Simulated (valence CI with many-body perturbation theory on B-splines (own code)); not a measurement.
**Dy59+: electric-dipole lines**

Level of theory: relativistic CI+MBPT: five valence electrons over a frozen Dirac-Fock core [He], radial functions for each j: 9 s, 9 p, 8 d, 6 f, 3 g, 1 h, with the one-electron correlation potential Σ1 (screened to all orders), the two-electron term Σ2, the three-electron term Σ3, Breit, model QED; selected single and double excitations, second order for the rest (own B-spline code, finite nucleus).

The last digits are not significant, and no measured levels were compared; by estimate large intervals hold to a few tenths of a per cent, small ones and those within an open d or f shell to about a per cent. Among the levels kept, up to 1100 cm⁻¹ of a level comes from second order outside the variational space, and about a tenth of that is noise between levels of different J, which matters for small intervals.

Lines 101 to 150 of 254 in falling wavelength, among levels below 628.96 Ry, chosen from the strongest by gf and those to the six lowest levels. Wavelengths and rates use the calculated energies. Electric multipoles are in the length gauge, E1 and E2 with the static RPA response of the core. Weak lines are less certain than strong ones. Lines between different terms over intervals too small for the method are left out, as are lines whose strength nearly cancels. The highest levels of a list are the least certain.

Levels are named by their leading jj configuration (3d3/2^4 stands for four electrons in 3d with j = 3/2), which in mixed levels can hold well under half, so a name can repeat and another be missing. Letters in brackets count levels of one name in rising energy.

| λ vac (nm) | Upper | Lower | A (s⁻¹) | S (a.u.) with core polarisation | S without |
| --- | --- | --- | --- | --- | --- |
| 1.067 | (2s 2p1/2^2 2p3/2 3p1/2) J=1/2 | (2s^2 2p1/2^2 3p1/2) J=1/2 | 4.13e+12 | 4.96e-03 | 4.97e-03 |
| 1.067 | (2p1/2 2p3/2^4) J=1/2 | (2s 2p1/2 2p3/2^3) J=3/2 [b] | 9.26e+12 | 1.11e-02 | 1.11e-02 |
| 1.067 | (2s 2p1/2^2 2p3/2 3d5/2) J=5/2 | (2s^2 2p1/2^2 3d3/2) J=3/2 | 1.48e+12 | 5.33e-03 | 5.34e-03 |
| 1.064 | (2s 2p1/2 2p3/2^3) J=3/2 [b] | (2s^2 2p1/2 2p3/2^2) J=1/2 | 2.03e+12 | 4.83e-03 | 4.84e-03 |
| 1.063 | (2s 2p1/2^2 2p3/2 3s) J=3/2 [b] | (2s^2 2p1/2^2 3s) J=1/2 | 3.05e+12 | 7.23e-03 | 7.24e-03 |
| 1.062 | (2s^2 2p1/2 2p3/2 3d3/2) J=3/2 [b] | (2s^2 2p1/2^2 3p1/2) J=1/2 | 2.18e+12 | 5.16e-03 | 5.16e-03 |
| 1.061 | (2s 2p1/2 2p3/2^3) J=5/2 | (2s^2 2p1/2 2p3/2^2) J=3/2 | 1.96e+11 | 6.94e-04 | 6.95e-04 |
| 1.061 | (2p1/2^2 2p3/2^3) J=3/2 | (2s 2p1/2^2 2p3/2^2) J=3/2 | 6.60e+12 | 1.56e-02 | 1.56e-02 |
| 1.059 | (2p1/2^2 2p3/2^3) J=3/2 | (2s 2p1/2^2 2p3/2^2) J=1/2 | 1.49e+12 | 3.50e-03 | 3.51e-03 |
| 1.059 | (2s 2p3/2^4) J=1/2 | (2s^2 2p3/2^3) J=3/2 | 7.40e+12 | 8.68e-03 | 8.69e-03 |
| 1.058 | (2s 2p1/2^2 2p3/2 3p3/2) J=3/2 [b] | (2s^2 2p1/2^2 3p3/2) J=3/2 | 4.28e+12 | 1.00e-02 | 1.00e-02 |
| 1.058 | (2p1/2 2p3/2^4) J=1/2 | (2s 2p1/2 2p3/2^3) J=1/2 | 4.24e+12 | 4.96e-03 | 4.97e-03 |
| 1.055 | (2s^2 2p1/2 2p3/2 3p3/2) J=1/2 [a] | (2s^2 2p1/2^2 3s) J=1/2 | 1.87e+12 | 2.17e-03 | 2.17e-03 |
| 1.054 | (2s 2p1/2^2 2p3/2 3p3/2) J=1/2 [b] | (2s^2 2p1/2^2 3p3/2) J=3/2 | 4.23e+12 | 4.89e-03 | 4.90e-03 |
| 1.036 | (2s 2p1/2^2 2p3/2^2) J=1/2 | (2s^2 2p1/2^2 2p3/2) J=3/2 | 3.87e+12 | 4.25e-03 | 4.25e-03 |
| 1.035 | (2s 2p1/2^2 2p3/2^2) J=3/2 | (2s^2 2p1/2^2 2p3/2) J=3/2 | 7.02e+12 | 1.54e-02 | 1.54e-02 |
| 1.033 | (2s^2 2p1/2 2p3/2 3p3/2) J=3/2 [b] | (2s^2 2p1/2^2 3s) J=1/2 | 7.99e+11 | 1.74e-03 | 1.74e-03 |
| 1.026 | (2s 2p1/2 2p3/2^3) J=3/2 [b] | (2s^2 2p1/2 2p3/2^2) J=5/2 | 6.41e+12 | 1.37e-02 | 1.37e-02 |
| 1.015 | (2s 2p1/2 2p3/2^3) J=1/2 | (2s^2 2p1/2 2p3/2^2) J=3/2 | 6.40e+12 | 6.61e-03 | 6.62e-03 |
| 1.007 | (2s 2p1/2 2p3/2^3) J=3/2 [b] | (2s^2 2p1/2 2p3/2^2) J=3/2 | 2.44e+11 | 4.93e-04 | 4.94e-04 |
| 0.9833 | (2p1/2^2 2p3/2^3) J=3/2 | (2s 2p1/2^2 2p3/2^2) J=5/2 | 1.96e+12 | 3.68e-03 | 3.69e-03 |
| 0.6374 | (2s 2p1/2 2p3/2^3) J=3/2 [a] | (2s^2 2p1/2^2 2p3/2) J=3/2 | 1.61e+10 | 8.23e-06 | 8.25e-06 |
| 0.6251 | (2s 2p1/2 2p3/2^3) J=5/2 | (2s^2 2p1/2^2 2p3/2) J=3/2 | 1.26e+09 | 9.09e-07 | 9.11e-07 |
| 0.6088 | (2s 2p1/2 2p3/2^3) J=1/2 | (2s^2 2p1/2^2 2p3/2) J=3/2 | 6.06e+10 | 1.35e-05 | 1.35e-05 |
| 0.6060 | (2s 2p1/2 2p3/2^3) J=3/2 [b] | (2s^2 2p1/2^2 2p3/2) J=3/2 | 3.67e+10 | 1.61e-05 | 1.62e-05 |
| 0.6038 | (2s 2p3/2^4) J=1/2 | (2s^2 2p1/2 2p3/2^2) J=3/2 | 8.33e+10 | 1.81e-05 | 1.81e-05 |
| 0.2115 | (2s^2 2p1/2^2 3p1/2) J=1/2 | (2s 2p1/2^2 2p3/2^2) J=1/2 | 1.00e+11 | 9.38e-07 | 9.38e-07 |
| 0.2036 | (2s^2 2p1/2^2 3s) J=1/2 | (2s^2 2p1/2 2p3/2^2) J=1/2 | 2.86e+10 | 2.38e-07 | 2.38e-07 |
| 0.2027 | (2s^2 2p1/2^2 3p3/2) J=3/2 | (2s 2p1/2^2 2p3/2^2) J=1/2 | 2.70e+10 | 4.44e-07 | 4.44e-07 |
| 0.1997 | (2s^2 2p1/2^2 3p3/2) J=3/2 | (2s 2p1/2^2 2p3/2^2) J=5/2 | 1.29e+11 | 2.02e-06 | 2.02e-06 |
| 0.1904 | (2s^2 2p1/2^2 3d3/2) J=3/2 | (2s^2 2p1/2 2p3/2^2) J=1/2 | 5.97e+10 | 8.13e-07 | 8.14e-07 |
| 0.1885 | (2s^2 2p1/2^2 3d3/2) J=3/2 | (2s^2 2p1/2 2p3/2^2) J=3/2 | 1.43e+11 | 1.89e-06 | 1.89e-06 |
| 0.1869 | (2s^2 2p1/2^2 3d5/2) J=5/2 | (2s^2 2p1/2 2p3/2^2) J=5/2 | 1.31e+10 | 2.53e-07 | 2.54e-07 |
| 0.1863 | (2s^2 2p1/2^2 3d5/2) J=5/2 | (2s^2 2p1/2 2p3/2^2) J=3/2 | 1.43e+10 | 2.74e-07 | 2.74e-07 |
| 0.1852 | (2s^2 2p1/2 2p3/2 3p1/2) J=3/2 [a] | (2s 2p1/2^2 2p3/2^2) J=1/2 | 3.41e+10 | 4.28e-07 | 4.27e-07 |
| 0.1839 | (2s^2 2p1/2 2p3/2 3p1/2) J=3/2 [b] | (2s 2p1/2^2 2p3/2^2) J=1/2 | 4.09e+11 | 5.02e-06 | 5.01e-06 |
| 0.1824 | (2s^2 2p1/2 2p3/2 3p1/2) J=5/2 | (2s 2p1/2^2 2p3/2^2) J=5/2 | 1.46e+11 | 2.63e-06 | 2.63e-06 |
| 0.1815 | (2s^2 2p1/2 2p3/2 3p1/2) J=3/2 [b] | (2s 2p1/2^2 2p3/2^2) J=5/2 | 5.00e+11 | 5.90e-06 | 5.89e-06 |
| 0.1803 | (2s 2p1/2^2 2p3/2 3s) J=3/2 [a] | (2s 2p1/2^2 2p3/2^2) J=1/2 | 4.12e+13 | 4.77e-04 | 4.76e-04 |
| 0.1793 | (2s^2 2p1/2 2p3/2 3s) J=3/2 [a] | (2s^2 2p1/2 2p3/2^2) J=1/2 | 4.86e+11 | 5.52e-06 | 5.51e-06 |
| 0.1790 | (2s 2p1/2^2 2p3/2 3s) J=1/2 | (2s 2p1/2^2 2p3/2^2) J=3/2 | 5.41e+13 | 3.07e-04 | 3.06e-04 |
| 0.1790 | (2s^2 2p1/2 2p3/2 3s) J=1/2 | (2s^2 2p1/2 2p3/2^2) J=1/2 | 4.53e+13 | 2.56e-04 | 2.56e-04 |
| 0.1790 | (2s 2p1/2^2 2p3/2 3s) J=1/2 | (2s 2p1/2^2 2p3/2^2) J=1/2 | 2.48e+13 | 1.40e-04 | 1.40e-04 |
| 0.1787 | (2s 2p1/2^2 2p3/2 3s) J=3/2 [b] | (2s 2p1/2^2 2p3/2^2) J=3/2 | 4.73e+13 | 5.32e-04 | 5.32e-04 |
| 0.1786 | (2s 2p1/2^2 2p3/2 3s) J=3/2 [b] | (2s 2p1/2^2 2p3/2^2) J=1/2 | 5.88e+10 | 6.62e-07 | 6.60e-07 |
| 0.1786 | (2s^2 2p1/2 2p3/2 3s) J=3/2 [b] | (2s^2 2p1/2 2p3/2^2) J=1/2 | 4.48e+13 | 5.04e-04 | 5.03e-04 |
| 0.1786 | (2s 2p1/2^2 2p3/2 3s) J=5/2 | (2s 2p1/2^2 2p3/2^2) J=5/2 | 5.76e+13 | 9.72e-04 | 9.70e-04 |
| 0.1785 | (2s^2 2p1/2 2p3/2 3p3/2) J=3/2 [a] | (2s 2p1/2^2 2p3/2^2) J=1/2 | 1.36e+10 | 1.53e-07 | 1.53e-07 |
| 0.1784 | (2s^2 2p1/2 2p3/2 3p3/2) J=1/2 [a] | (2s 2p1/2^2 2p3/2^2) J=1/2 | 2.37e+13 | 1.33e-04 | 1.33e-04 |
| 0.1781 | (2s^2 2p1/2 2p3/2 3s) J=3/2 [a] | (2s^2 2p1/2 2p3/2^2) J=5/2 | 1.30e+13 | 1.45e-04 | 1.44e-04 |
